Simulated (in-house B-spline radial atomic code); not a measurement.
A radial electron density 4πr²n(r) was computed for an atom or ion in its tabulated ground configuration with a B-spline radial code for spherical atoms; method: non-relativistic Hartree-Fock, average of configuration. Columns: r (bohr), 4πr²n(r) (electrons per bohr), bar.

```
 0.00143    1.441 #
 0.00174    2.075 #
 0.00211    2.951 ##
 0.00257    4.201 ###
 0.00312    5.892 ####
 0.00379    8.187 #####
 0.00461    11.25 #######
  0.0056    15.19 #########
  0.0068    20.12 ############
 0.00827    26.09 ################
    0.01    32.69 ####################
  0.0122    40.02 #########################
  0.0148    46.82 #############################
   0.018    52.41 ################################
  0.0219    55.63 ##################################
  0.0266    55.85 ###################################
  0.0323    53.41 #################################
  0.0393    49.95 ###############################
  0.0478    48.28 ##############################
   0.058    50.94 ################################
  0.0705    58.25 ####################################
  0.0857    66.87 #########################################
   0.104    70.97 ############################################
   0.127    66.44 #########################################
   0.154    55.97 ###################################
   0.187    47.63 ##############################
   0.227    48.06 ##############################
   0.276    54.31 ##################################
   0.335    55.55 ##################################
   0.408    44.99 ############################
   0.495    28.52 ##################
   0.602    16.68 ##########
   0.731    13.72 #########
   0.889    14.29 #########
    1.08    12.44 ########
    1.31    7.943 #####
    1.59    3.633 ##
    1.94     1.14 #
    2.35     0.26 
    2.86  0.03776 
    3.48 0.003288 
    4.22 0.0001577
```

Task: Which atom or ion is it?
A. Rh6+
B. Rh5+
C. Ru6+
D. Rh7+

Result: A. The area under the curve, ∫4πr²n dr = ∫r·4πr²n d(ln r) on this logarithmic grid, is 39 electrons, which only this option has. The configuration is [Kr] 4d3.
